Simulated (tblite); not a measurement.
C₄H₆F₃O₂ (doublet state).
Cartesian coordinates in Å at the GFN2-xTB level; atoms count from 1:
```
atom  x, y, z in Å
C1    -1.016    1.009    0.525
C2    -0.269   -0.270    0.168
C3    -1.166   -1.206   -0.671
O4    -2.289   -1.575   -0.131
O5     0.896   -0.010   -0.659
C6     2.005    0.336   -0.042
F7     2.985    0.453   -0.930
F8     1.937    1.505    0.619
F9     2.414   -0.559    0.879
H10   -0.482    1.594    1.268
H11   -1.987    0.723    0.922
H12   -1.160    1.614   -0.367
H13    0.044   -0.799    1.076
H14   -0.569   -2.090   -1.013
H15   -1.347   -0.717   -1.665
```

Computed geometry: GFN2-xTB, gas phase. This method treats the open shell by occupation alone, without spin polarisation.

Take the most abundant isotopes and a rigid rotor. The values belong to one conformer with, in the numbering `[CH3:1][C@@H:2]([CH2:3][O:4])[O:5][C:6]([F:7])([F:8])[F:9]`, C1–C2–C3–O4 -58°, C1–C2–O5–C6 84°.

(1) What are A, B and C (cm⁻¹)?

(2) What kind of rotor is it?

(3) Is it planar, by Δ = Ic − Ia − Ib?

(4) Give the other two planar moments, Paa and Pbb, and the rms extents of the mass along the axes.

(5) List the rotational levels J(Ka,Kc) to J = 3 (MHz).

Results:

(1) Ia = 154.50, Ib = 550.58, Ic = 600.32 u·Å²; 505379 MHz·u·Å²/I gives 3271, 917.9 and 841.8 MHz, that is A = 0.10911, B = 0.03062, C = 0.02808 cm⁻¹.

(2) A near-prolate asymmetric top: κ = (2 × 917.9 − 3271 − 841.8)/(3271 − 841.8) = -0.94.

(3) Not planar: Δ = Ic − Ia − Ib = -104.76 u·Å². For a rigid frame Δ = −2 Σ m c², so Σ m c² = 52.38 u·Å² lies off the ab plane: 5.24 from hydrogen and 47.14 from heavier atoms. The atom farthest from that plane is 1.42 Å away.

(4) Paa = Σ m a² = (Ib + Ic − Ia)/2 = 498.20 and Pbb = Σ m b² = (Ia + Ic − Ib)/2 = 102.12 u·Å². With the mass M = 143.03 u, the rms extents √(P/M) along a, b and c are 1.87, 0.84, 0.61 Å.

(5) Above 0(0,0):
J = 1: 1(0,1) 1760, 1(1,1) 4113, 1(1,0) 4189
J = 2: 2(0,2) 5277, 2(1,2) 7556, 2(1,1) 7784, 2(2,1) 14844, 2(2,0) 14846
J = 3: 3(0,3) 10549, 3(1,3) 12720, 3(1,2) 13177, 3(2,2) 20123, 3(2,1) 20132, 3(3,1) 32080, 3(3,0) 32080
The levels of one J sum to (2J + 1)J(J + 1)(A + B + C)/3.

For this open shell read J as N, the rotation without spin; fine and hyperfine splittings come on top. Its lowest GFN2-xTB frequency is 12 cm⁻¹, too small to tell a flat minimum from a shallow saddle. No vibrational averaging or centrifugal distortion is included, and the geometry carries the error of its method.
